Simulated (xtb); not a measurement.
Input file for xtb: GFN1-xTB on CH4 (SMILES C).

```
$ xtb mol.xyz --gfn 1 --sp --chrg 0 --uhf 0
5

C     -0.00000000     0.00000000     0.50233646
H      0.94881994     0.00000000    -0.12558367
H     -0.94881994     0.00000000    -0.12558367
H      0.00000000     0.94881991    -0.12558456
H     -0.00000000    -0.94881991    -0.12558456
```

It printed:

```
[...]
           -------------------------------------------------
          |                Calculation Setup                |
           -------------------------------------------------



           -------------------------------------------------
          |                 G F N 1 - x T B                 |
           -------------------------------------------------

        Reference                      10.1021/acs.jctc.7b00118
      * Hamiltonian:
        H0-scaling (s, p, d)           1.850000    2.250000    2.000000
        zeta-weighting                 0.000000
      * Dispersion:
        s8                             2.400000
        a1                             0.630000
        a2                             5.000000
        s9                             0.000000
      * Repulsion:
        kExp                           1.500000
        rExp                           1.000000
      * Coulomb:
        alpha                          2.000000
        third order                    atomic
        anisotropic                    false
      * Halogen bond correction:
        rad-scale                      1.300000
        damping                        0.440000


          ...................................................
          :                      SETUP                      :
          :.................................................:
          :  # basis functions                  12          :
          :  # atomic orbitals                  12          :
          :  # shells                           10          :
          :  # electrons                         8          :
          :  # halogen bonds                     0          :
          :  max. iterations                   250          :
          :  Hamiltonian                  GFN1-xTB          :
          :  restarted?                      false          :
          :  GBSA solvation                  false          :
          :  PC potential                    false          :
          :  electronic temp.          300.0000000     K    :
          :  accuracy                    1.0000000          :
          :  -> integral cutoff          0.2500000E+02      :
          :  -> integral neglect         0.1000000E-07      :
          :  -> SCF convergence          0.1000000E-05 Eh   :
          :  -> wf. convergence          0.2000000E-04 e    :
          :  Broyden damping             0.4000000          :
          :  net charge                          0          :
          :  unpaired electrons                  0          :
          ...................................................

 iter      E             dE          RMSdq      gap      omega  full diag
   1     -4.1308331 -0.413083E+01  0.705E+00    6.46       0.0  T
   2     -4.1309706 -0.137453E-03  0.415E+00    6.33       1.0  T
   3     -4.1309717 -0.112008E-05  0.128E-01    6.33       1.0  T
   4     -4.1309718 -0.464784E-07  0.384E-03    6.33      11.6  T
   5     -4.1309718 -0.158395E-09  0.184E-03    6.33      24.3  T
   6     -4.1309718 -0.439995E-10  0.122E-05    6.33    3677.5  T
   7     -4.1309718  0.888178E-15  0.411E-07    6.33  100000.0  T

   *** convergence criteria satisfied after 7 iterations ***

         #    Occupation            Energy/Eh            Energy/eV
      -------------------------------------------------------------
         1        2.0000           -0.6207599             -16.8917
         2        2.0000           -0.5006343             -13.6230
         3        2.0000           -0.5006342             -13.6230
         4        2.0000           -0.3819208             -10.3926 (HOMO)
         5                         -0.1492424              -4.0611 (LUMO)
         6                         -0.0995291              -2.7083
         7                         -0.0662310              -1.8022
         8                         -0.0662310              -1.8022
         9                         -0.0190184              -0.5175
       ...                                ...                  ...
        12                          0.5283048              14.3759
      -------------------------------------------------------------
                  HL-Gap            0.2326784 Eh            6.3315 eV
             Fermi-level           -0.2655816 Eh           -7.2268 eV

 SCC (total)                   0 d,  0 h,  0 min,  0.001 sec
 SCC setup                      ...        0 min,  0.000 sec (  4.109%)
 Dispersion                     ...        0 min,  0.000 sec (  2.728%)
 classical contributions        ...        0 min,  0.000 sec (  1.205%)
 integral evaluation            ...        0 min,  0.000 sec ( 16.836%)
 iterations                     ...        0 min,  0.000 sec ( 41.725%)
 molecular gradient             ...        0 min,  0.000 sec ( 25.878%)
 printout                       ...        0 min,  0.000 sec (  6.821%)

         :::::::::::::::::::::::::::::::::::::::::::::::::::::
         ::                     SUMMARY                     ::
         :::::::::::::::::::::::::::::::::::::::::::::::::::::
         :: total energy              -4.085544420271 Eh    ::
         :: gradient norm              0.054461788666 Eh/a0 ::
         :: HOMO-LUMO gap              6.331501354921 eV    ::
         ::.................................................::
         :: SCC energy                -4.130971763998 Eh    ::
         :: -> electrostatic           0.012473709500 Eh    ::
         :: repulsion energy           0.045883297543 Eh    ::
         :: dispersion energy         -0.000455953817 Eh    ::
         :: halogen bond corr.         0.000000000000 Eh    ::
         :: add. restraining           0.000000000000 Eh    ::
         :: total charge               0.000000000000 e     ::
         :::::::::::::::::::::::::::::::::::::::::::::::::::::

           -------------------------------------------------
          |                Property Printout                |
           -------------------------------------------------

    * Orbital Energies and Occupations

         #    Occupation            Energy/Eh            Energy/eV
      -------------------------------------------------------------
         1        2.0000           -0.6207599             -16.8917
         2        2.0000           -0.5006343             -13.6230
         3        2.0000           -0.5006342             -13.6230
         4        2.0000           -0.3819208             -10.3926 (HOMO)
         5                         -0.1492424              -4.0611 (LUMO)
         6                         -0.0995291              -2.7083
         7                         -0.0662310              -1.8022
         8                         -0.0662310              -1.8022
         9                         -0.0190184              -0.5175
        10                          0.2214447               6.0258
        11                          0.2214458               6.0258
        12                          0.5283048              14.3759
      -------------------------------------------------------------
                  HL-Gap            0.2326784 Eh            6.3315 eV
             Fermi-level           -0.2655816 Eh           -7.2268 eV

  Mulliken/CM5 charges         n(s)   n(p)   n(d)
     1C    -0.59879 -0.76859   1.218  3.381  0.000
     2H     0.14970  0.19215   0.850  0.000  0.000
     3H     0.14970  0.19215   0.850  0.000  0.000
     4H     0.14970  0.19215   0.850  0.000  0.000
     5H     0.14970  0.19215   0.850  0.000  0.000

Wiberg/Mayer (AO) data.
largest (>0.10) Wiberg bond orders for each atom

 ---------------------------------------------------------------------------
     #   Z sym  total        # sym  WBO       # sym  WBO       # sym  WBO
 ---------------------------------------------------------------------------
Note: The following floating-point exceptions are signalling: IEEE_DENORMAL
normal termination of xtb
     1   6 C    3.016 --     4 H    0.754     5 H    0.754     3 H    0.754
                             2 H    0.754
     2   1 H    0.999 --     1 C    0.754     5 H    0.102     4 H    0.102
     3   1 H    0.999 --     1 C    0.754     5 H    0.102     4 H    0.102
     4   1 H    0.999 --     1 C    0.754     3 H    0.102     2 H    0.102
     5   1 H    0.999 --     1 C    0.754     3 H    0.102     2 H    0.102
 ---------------------------------------------------------------------------

Topologies differ in total number of bonds
Writing topology from bond orders to xtbtopo.mol

 dipole moment from electron density (au)
     X       Y       Z
   0.0000   0.0000  -1.6193  total (Debye):    4.116


           -------------------------------------------------
          | TOTAL ENERGY               -4.085544420271 Eh   |
          | GRADIENT NORM               0.054461788666 Eh/α |
          | HOMO-LUMO GAP               6.331501354921 eV   |
           -------------------------------------------------

------------------------------------------------------------------------
------------------------------------------------------------------------
 total:
 SCF:
```

The run finished.

Cost: roughly 0.010 core-seconds.
